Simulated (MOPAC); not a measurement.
MOPAC input (MNDO):

```
MNDO PRECISE GNORM=0.05 LET XYZ UHF MS=0.5 GEO-OK AUX(PRECISION=9) THREADS=1
C2H9Si2

C     2.72372400 1   -0.01097400 1    0.11448600 1
Si    0.97319100 1    0.45356700 1    0.45845100 1
C    -0.24511000 1   -0.57988200 1   -0.54045600 1
Si   -2.05266200 1   -0.16827100 1   -0.24740700 1
H     3.30524500 1    0.44076300 1   -0.68172300 1
H     3.24371500 1   -0.78778700 1    0.66435300 1
H     0.76649200 1    1.88362500 1    0.11959900 1
H     0.68506000 1    0.25767200 1    1.90109400 1
H    -0.02161000 1   -0.45246900 1   -1.60396100 1
H    -0.08089400 1   -1.63618000 1   -0.30701500 1
H    -2.40163700 1   -0.37323000 1    1.17892300 1
H    -2.32046600 1    1.24749200 1   -0.59684100 1
H    -2.93499500 1   -1.02889000 1   -1.07321700 1
```

Output:

```
 *******************************************************************************
 **                                                                           **
 **                              MOPAC v23.2.5                                **
 **                                                                           **
 *******************************************************************************
 ** MOPAC's Digital Object Identifier: https://doi.org/10.5281/zenodo.6511958 **
 **                                                                           **
 ** Please cite the open-source release paper for use of this MOPAC version:  **
 ** J. E. Moussa and J. J. P. Stewart (2026)                                  **
 ** MOPAC: An open-source semiempirical molecular orbital program             **
 ** J. Open Source Softw., 11(119), 8025, https://doi.org/10.21105/joss.08025 **
 *******************************************************************************

                              MNDO CALCULATION RESULTS

 *******************************************************************************
 *  MNDO       - The MNDO Hamiltonian to be used
 *  GEO-OK     - OVERRIDE INTERATOMIC DISTANCE AND OTHER SAFETY CHECKS
 *  UHF        - UNRESTRICTED HARTREE-FOCK CALCULATION
 *  MS=        - IN MECI, MAGNETIC COMPONENT OF SPIN =  0.5
 *  LET        - OVERRIDE SOME SAFETY CHECKS
 *  PRECISE    - TIGHTER CRITERIA TO BE USED
 *  XYZ        - CARTESIAN COORDINATE SYSTEM TO BE USED
 *  GNORM      - EXIT WHEN GRADIENT NORM DROPS BELOW 0.050
 *  AUX        - OUTPUT AUXILIARY INFORMATION
 *******************************************************************************
MNDO PRECISE GNORM=0.05 LET XYZ UHF MS=0.5 GEO-OK AUX(PRECISION=9) THREADS=1
 C2H9Si2

   ATOM   CHEMICAL          X               Y               Z
  NUMBER   SYMBOL      (ANGSTROMS)     (ANGSTROMS)     (ANGSTROMS)

     1       C          2.72372400  *  -0.01097400  *   0.11448600  *
     2      Si          0.97319100  *   0.45356700  *   0.45845100  *
     3       C         -0.24511000  *  -0.57988200  *  -0.54045600  *
     4      Si         -2.05266200  *  -0.16827100  *  -0.24740700  *
     5       H          3.30524500  *   0.44076300  *  -0.68172300  *
     6       H          3.24371500  *  -0.78778700  *   0.66435300  *
     7       H          0.76649200  *   1.88362500  *   0.11959900  *
     8       H          0.68506000  *   0.25767200  *   1.90109400  *
     9       H         -0.02161000  *  -0.45246900  *  -1.60396100  *
    10       H         -0.08089400  *  -1.63618000  *  -0.30701500  *
    11       H         -2.40163700  *  -0.37323000  *   1.17892300  *
    12       H         -2.32046600  *   1.24749200  *  -0.59684100  *
    13       H         -2.93499500  *  -1.02889000  *  -1.07321700  *

          CARTESIAN COORDINATES

    NO.       ATOM           X           Y           Z

     1         C          2.7237     -0.0110      0.1145
     2        Si          0.9732      0.4536      0.4585
     3         C         -0.2451     -0.5799     -0.5405
     4        Si         -2.0527     -0.1683     -0.2474
     5         H          3.3052      0.4408     -0.6817
     6         H          3.2437     -0.7878      0.6644
     7         H          0.7665      1.8836      0.1196
     8         H          0.6851      0.2577      1.9011
     9         H         -0.0216     -0.4525     -1.6040
    10         H         -0.0809     -1.6362     -0.3070
    11         H         -2.4016     -0.3732      1.1789
    12         H         -2.3205      1.2475     -0.5968
    13         H         -2.9350     -1.0289     -1.0732

  H: (MNDO): M.J.S. DEWAR, W. THIEL, J. AM. CHEM. SOC., 99, 4899, (1977)
  C: (MNDO): M.J.S. DEWAR, W. THIEL, J. AM. CHEM. SOC., 99, 4899, (1977)
 Si: (MNDO): M.J.S.DEWAR, ET. AL. ORGANOMETALLICS  5, 375 (1986)

           Empirical Formula: C2 H9 Si2  =    13 atoms

      MOLECULAR POINT GROUP   :   Cs

          UHF CALCULATION, NO. OF ALPHA ELECTRONS =   13
                           NO. OF BETA  ELECTRONS =   12

          Geometry optimization using EF

          DIAGONAL MATRIX USED AS START HESSIAN

 CYCLE:     1  GRAD.:   118.819 HEAT:  12.73724
 CYCLE:     2  GRAD.:   103.305 HEAT:  1.756805
 CYCLE:     3  GRAD.:   184.424 HEAT:  7.744679
 CYCLE:     4  GRAD.:   119.854 HEAT:  1.251403
 CYCLE:     5  GRAD.:   199.365 HEAT:  13.92828
 CYCLE:     6  GRAD.:   166.863 HEAT:  9.089090
 CYCLE:     7  GRAD.:   129.286 HEAT:  3.402054
 CYCLE:     8  GRAD.:   107.091 HEAT: 0.2136771
 CYCLE:     9  GRAD.:   135.733 HEAT:  5.285479
 CYCLE:    10  GRAD.:    82.089 HEAT: -1.664751
 CYCLE:    11  GRAD.:   181.215 HEAT:  8.484478
 CYCLE:    12  GRAD.:    27.818 HEAT: -4.357239
 CYCLE:    13  GRAD.:    61.147 HEAT: -3.033963
 CYCLE:    14  GRAD.:    31.893 HEAT: -4.471525
 CYCLE:    15  GRAD.:   179.257 HEAT:  4.849667
 CYCLE:    16  GRAD.:     8.950 HEAT: -4.718935
 CYCLE:    17  GRAD.:    44.796 HEAT: -4.218297
 CYCLE:    18  GRAD.:     9.560 HEAT: -4.714054
 CYCLE:    19  GRAD.:    21.255 HEAT: -4.512759
 CYCLE:    20  GRAD.:     3.561 HEAT: -4.758426
 CYCLE:    21  GRAD.:     7.842 HEAT: -4.734503
 CYCLE:    22  GRAD.:     1.498 HEAT: -4.769272
 CYCLE:    23  GRAD.:     3.072 HEAT: -4.769042
 CYCLE:    24  GRAD.:     1.082 HEAT: -4.776661
 CYCLE:    25  GRAD.:     1.200 HEAT: -4.783132
 CYCLE:    26  GRAD.:     1.211 HEAT: -4.786871
 CYCLE:    27  GRAD.:     0.485 HEAT: -4.788203
 CYCLE:    28  GRAD.:     0.367 HEAT: -4.788915
 CYCLE:    29  GRAD.:     0.722 HEAT: -4.789989
 CYCLE:    30  GRAD.:     0.692 HEAT: -4.790903
 CYCLE:    31  GRAD.:     0.214 HEAT: -4.791546
 CYCLE:    32  GRAD.:     0.148 HEAT: -4.791732
 CYCLE:    33  GRAD.:     0.131 HEAT: -4.791867
 CYCLE:    34  GRAD.:     0.056 HEAT: -4.791881
 CYCLE:    35  GRAD.:     0.008 HEAT: -4.791885

     GRADIENT =  0.00834 IS LESS THAN CUTOFF =  0.05000

 -------------------------------------------------------------------------------
 MNDO PRECISE GNORM=0.05 LET XYZ UHF MS=0.5 GEO-OK AUX(PRECISION=9) THREADS=1
 C2H9Si2

     GEOMETRY OPTIMISED USING EIGENVECTOR FOLLOWING (EF).
     SCF FIELD WAS ACHIEVED

                              MNDO CALCULATION
                                                       MOPAC v23.2.5 Linux

          FINAL HEAT OF FORMATION =         -4.79188 KCAL/MOL =     -20.04925 KJ/MOL

          COSMO AREA              =        148.14 SQUARE ANGSTROMS
          COSMO VOLUME            =        144.44 CUBIC ANGSTROMS

          GRADIENT NORM           =          0.00834          =       0.00231 PER ATOM
          IONIZATION POTENTIAL    =          9.878783 EV
          ALPHA SOMO LUMO (EV)    =         -9.879  2.359
          BETA  SOMO LUMO (EV)    =        -10.968  0.929
          NO. OF ALPHA ELECTRONS  =         13
          NO. OF BETA  ELECTRONS  =         12
          MOLECULAR WEIGHT        =         89.2641         POINT GROUP:  Cs

          MOLECULAR DIMENSIONS (Angstroms)

            Atom       Atom       Distance
            H    13    H     5     6.13405
            H     9    H     8     3.35201
            H    12    H     6     3.24433

          SCF CALCULATIONS        =         36

   ATOM   CHEMICAL          X               Y               Z
  NUMBER   SYMBOL      (ANGSTROMS)     (ANGSTROMS)     (ANGSTROMS)

     1       C          2.60677237  *  -0.02968831  *   0.09216187  *
     2      Si          0.95411366  *   0.44863769  *   0.45292838  *
     3       C         -0.24137322  *  -0.51870276  *  -0.48438089  *
     4      Si         -1.98950826  *  -0.17296780  *  -0.24878063  *
     5       H          3.20343423  *   0.41857075  *  -0.69518254  *
     6       H          3.14208007  *  -0.79911525  *   0.63831347  *
     7       H          0.78916759  *   1.78920197  *   0.15487304  *
     8       H          0.71368565  *   0.28363779  *   1.80501119  *
     9       H         -0.01454995  *  -0.40293395  *  -1.56406406  *
    10       H         -0.07409406  *  -1.59226882  *  -0.26068212  *
    11       H         -2.34142070  *  -0.37428215  *   1.06973107  *
    12       H         -2.26580100  *   1.13593087  *  -0.58535390  *
    13       H         -2.75343413  *  -1.00352361  *  -1.04154158  *

                             CARTESIAN COORDINATES

   1    C        2.606772375    -0.029688308     0.092161873
   2   Si        0.954113665     0.448637692     0.452928381
   3    C       -0.241373221    -0.518702757    -0.484380889
   4   Si       -1.989508256    -0.172967801    -0.248780627
   5    H        3.203434228     0.418570753    -0.695182544
   6    H        3.142080073    -0.799115252     0.638313469
   7    H        0.789167594     1.789201970     0.154873038
   8    H        0.713685647     0.283637794     1.805011193
   9    H       -0.014549951    -0.402933947    -1.564064062
  10    H       -0.074094059    -1.592268824    -0.260682118
  11    H       -2.341420699    -0.374282145     1.069731069
  12    H       -2.265801004     1.135930874    -0.585353900
  13    H       -2.753434132    -1.003523611    -1.041541580

           Empirical Formula: C2 H9 Si2  =    13 atoms

      MOLECULAR POINT GROUP   :   Cs

          ALPHA EIGENVALUES
 -33.54426 -28.93703 -18.78792 -17.32487 -14.57440 -14.10107 -12.83011 -12.13844
 -11.76659 -11.62523 -11.49778 -11.20163  -9.87878   2.35870   2.41100   2.51442
   2.62709   2.82000   3.17088   3.40210   3.69014   4.02321   4.45385   5.19613
   5.78347

           BETA EIGENVALUES
 -33.22115 -27.54081 -18.77108 -17.22113 -14.42480 -13.95303 -12.62318 -11.92745
 -11.76351 -11.60863 -11.37906 -10.96832   0.92898   2.38213   2.47573   2.60242
   2.62534   2.92276   3.26135   3.46267   3.92002   4.03676   4.84710   5.79825
   5.97750

              NET ATOMIC CHARGES AND DIPOLE CONTRIBUTIONS

  ATOM NO.   TYPE          CHARGE      No. of ELECS.   s-Pop       p-Pop
    1          C          -0.433199        4.4332     1.34577     3.08743
    2         Si           1.450850        2.5492     0.96056     1.58859
    3          C          -0.791081        4.7911     1.30462     3.48647
    4         Si           1.524670        2.4753     0.99399     1.48134
    5          H           0.031887        0.9681     0.96811
    6          H           0.031884        0.9681     0.96812
    7          H          -0.362306        1.3623     1.36231
    8          H          -0.362305        1.3623     1.36230
    9          H           0.027286        0.9727     0.97271
   10          H           0.027286        0.9727     0.97271
   11          H          -0.382022        1.3820     1.38202
   12          H          -0.382022        1.3820     1.38202
   13          H          -0.380929        1.3809     1.38093
 DIPOLE           X         Y         Z       TOTAL
 POINT-CHG.    -0.591     0.404     0.342     0.793
 HYBRID         0.971    -0.747    -0.637     1.381
 SUM            0.380    -0.343    -0.295     0.591

          ATOMIC ORBITAL ELECTRON POPULATIONS

     Atom    s        px        py        pz
    1  C   1.34577   1.12655   0.98493   0.97595
    2 Si   0.96056   0.55271   0.51902   0.51687
    3  C   1.30462   1.34160   1.07974   1.06512
    4 Si   0.99399   0.51615   0.48292   0.48227
    5  H   0.96811
    6  H   0.96812
    7  H   1.36231
    8  H   1.36230
    9  H   0.97271
   10  H   0.97271
   11  H   1.38202
   12  H   1.38202
   13  H   1.38093

                    (SZ)    =    0.500000
                    (S**2)  =    0.761663

          ATOMIC ORBITAL SPIN POPULATIONS

    Atom   Total    s     px     py     pz
         Atomic
    1  C  1.1604  0.056  0.162  0.499  0.443
    2 Si -0.0757 -0.012 -0.046 -0.010 -0.008
    3  C  0.0227  0.003  0.009  0.006  0.005
    4 Si -0.0022 -0.000 -0.002 -0.000 -0.000
    5  H -0.0546 -0.055
    6  H -0.0546 -0.055
    7  H  0.0035  0.003
    8  H  0.0035  0.003
    9  H -0.0016 -0.002
   10  H -0.0016 -0.002
   11  H -0.0000 -0.000
   12  H -0.0000 -0.000
   13  H  0.0004  0.000

 **********************
 *                    *
 * JOB ENDED NORMALLY *
 *                    *
 **********************

 == MOPAC DONE ==
```

The geometry given is a B3LYP-D3(BJ)/def2-TZVP minimum.
